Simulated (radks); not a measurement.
Charge is removed step by step from the 2p level of Nb+, starting from [Kr] 4d4. Method: scalar-relativistic Kohn-Sham, PBE, spin-unpolarised, spherical densities, finite nucleus; Fermi nuclear charge, rms radius 4.324 fm; computed with a radial shooting solver on a logarithmic mesh with Libxc functionals.

| removed (e) | E - E(0) (eV) | eigenvalue (eV) | E minus straight line (eV) |
|---|---|---|---|
| 0 | 0.000 | -2355.4 | 0.000 |
| 0.1 | 235.89 | -2365.9 | -4.783 |
| 0.2 | 472.83 | -2376.4 | -8.516 |
| 0.3 | 710.82 | -2387.0 | -11.195 |
| 0.4 | 949.87 | -2397.6 | -12.814 |
| 0.5 | 1190.0 | -2408.3 | -13.369 |
| 0.6 | 1431.2 | -2419.0 | -12.853 |
| 0.7 | 1673.4 | -2429.8 | -11.263 |
| 0.8 | 1916.8 | -2440.6 | -8.594 |
| 0.9 | 2161.2 | -2451.5 | -4.841 |
| 1 | 2406.7 | -2462.4 | 0.000 |

Removing the whole electron costs 2406.7 eV by Delta-SCF, against 2355.4 eV from minus the eigenvalue at the starting occupation. Slater's transition state (half an electron removed) gives 2408.3 eV. Integrating minus the eigenvalue over the occupation (Janak's theorem) gives 2408.5 eV. In this scalar-relativistic scheme the density is built from large components alone, so the theorem holds only approximately. The mean slope of the eigenvalue, de/dn, is 107 eV per electron.
